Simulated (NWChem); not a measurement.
CH4F2OSi; SMILES O[SiH2]C(F)F

```xyz
9

O      0.4468     2.0812     0.2219
Si    -0.5798     0.8383    -0.1868
C      0.1067    -0.8486     0.4137
F     -0.7685    -1.8370     0.0179
F      1.3184    -1.0770    -0.2133
H      1.3059     2.0984    -0.2230
H     -0.7655     0.6893    -1.6543
H     -1.8612     1.1133     0.5017
H      0.2742    -0.9686     1.4917
```
Atoms are numbered in this order, from 1.

Program: NWChem. The geometry was optimised at B3LYP/6-31G* (spherical d).

For level TPSSh/def2-TZVP:

```yaml
highest occupied level (eV): -7.70
orbital gap (eV): 7.21
```

Task: How do the values read with level PBE/def2-TZVP instead?

Result: The highest occupied level (eV) comes out as -6.92 and the orbital gap (eV) comes out as 5.85.
